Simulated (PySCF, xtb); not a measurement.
AsF₂GaH₂, SMILES [F][Ga]([F])[AsH2].

Harmonic wavenumbers (cm⁻¹) from xtb 6.7.1 with GFN2-xTB at its own minimum, in rising order: 43, 78, 100, 120, 223, 431, 436, 607, 617, 989, 1879, 1912.

Question: What does PBE-D3(BJ)/def2-SVP (PySCF) give at its own minimum? (Estimate from the structure and the level; the computed values follow.)

Answer: 67, 97, 136, 178, 258, 548, 592, 663, 694, 955, 2126, 2145. Paired by order, the mean absolute difference is 91 cm⁻¹ and the zero-point energies are 10.6 and 12.1 kcal/mol.
